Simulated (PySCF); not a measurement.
## Electron correlation in O⁻ (oxygen, charge -1)

[He] 2s2 2p5, 2P determinant. Computed with PySCF 2.14 in x2c-TZVPPall with one added diffuse shell each of s, p, d type (6s4p3d1f, 40 functions), with scalar relativity by spin-free X2C-1e. Frozen: nothing; 9 electrons correlated.

```csv
level,correlation energy (mhartree)
CCSD,-240.96
(T),-8.43
CCSD(T),-249.39
```

Diagnostics: T1 = 0.021, D1 = 0.0464, largest double amplitude 0.042.

Cost of the coupled-cluster step: of the order of 1.8 core-seconds, for 9 correlated electrons.

Iterations:

```
CC2 = 0
CCSD nocc = (np.int64(5), np.int64(4)), nmo = (40, 40)
frozen orbitals [[], []]
max_cycle = 100
direct = 0
conv_tol = 1e-08
conv_tol_normt = 1e-06
diis_space = 8
diis_start_cycle = 0
Init t2, MP2 energy = -0.232206586852296
Init E_corr(UCCSD) = -0.232206586853334
cycle = 1  E_corr(UCCSD) = -0.233647451152082  dE = -0.0014408643  norm(t1,t2) = 0.0789257
cycle = 2  E_corr(UCCSD) = -0.239866323040181  dE = -0.00621887189  norm(t1,t2) = 0.0299643
cycle = 3  E_corr(UCCSD) = -0.239618801479027  dE = 0.000247521561  norm(t1,t2) = 0.0232296
cycle = 4  E_corr(UCCSD) = -0.24090929733912  dE = -0.00129049586  norm(t1,t2) = 0.00960984
cycle = 5  E_corr(UCCSD) = -0.240938076322048  dE = -2.87789829e-05  norm(t1,t2) = 0.00304004
cycle = 6  E_corr(UCCSD) = -0.240897766942135  dE = 4.03093799e-05  norm(t1,t2) = 0.00149277
cycle = 7  E_corr(UCCSD) = -0.24093930276068  dE = -4.15358185e-05  norm(t1,t2) = 0.000620249
cycle = 8  E_corr(UCCSD) = -0.240965827704206  dE = -2.65249435e-05  norm(t1,t2) = 0.000167832
cycle = 9  E_corr(UCCSD) = -0.240962092151023  dE = 3.73555318e-06  norm(t1,t2) = 7.88727e-05
cycle = 10  E_corr(UCCSD) = -0.240961182125099  dE = 9.10025924e-07  norm(t1,t2) = 3.04155e-05
cycle = 11  E_corr(UCCSD) = -0.240962101575318  dE = -9.19450219e-07  norm(t1,t2) = 1.31767e-05
cycle = 12  E_corr(UCCSD) = -0.240961848567504  dE = 2.53007814e-07  norm(t1,t2) = 4.17883e-06
cycle = 13  E_corr(UCCSD) = -0.240961798911984  dE = 4.96555201e-08  norm(t1,t2) = 7.9923e-07
cycle = 14  E_corr(UCCSD) = -0.240961776974409  dE = 2.19375755e-08  norm(t1,t2) = 2.93322e-07
cycle = 15  E_corr(UCCSD) = -0.240961779016535  dE = -2.04212611e-09  norm(t1,t2) = 1.5334e-07
UCCSD converged
E(UCCSD) = -75.08775730661817  E_corr = -0.240961779016535
UCCSD(T) correction = -0.00843351810605166
```

This basis was not built for core-valence correlation, so the inner-shell part is incomplete.
